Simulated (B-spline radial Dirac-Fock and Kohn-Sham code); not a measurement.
# What relativity does to the binding energies of V⁺

System: vanadium as V⁺, configuration [Ar] 3d4.

Both columns are ΔSCF binding energies of the configuration average from a radial atomic solver: non-relativistic Hartree-Fock with a point nucleus, and Dirac-Fock with a finite nucleus and the Coulomb interaction alone, averaged over the two j levels with weights 2j+1.

```tsv
shell	Hartree-Fock (eV)	Dirac-Fock (eV)	shift (eV)	shift (%)
1s	5447.6	5486.6	+39.08	+0.72
2s	634.9	642.8	+7.83	+1.23
2p	529.0	530.1	+1.16	+0.22
3s	84.63	85.82	+1.19	+1.40
3p	53.98	54.19	+0.21	+0.40
3d	12.67	12.57	-0.10	-0.81
```

Relativity binds 1s, 2s, 2p, 3s, 3p more strongly, among those listed most of all 3s in relative terms, and 3d more weakly, because the contracted s and p shells screen the nucleus better.

Values without a named source are computed, but for edge energies of neutral atoms, which are taken from tables.
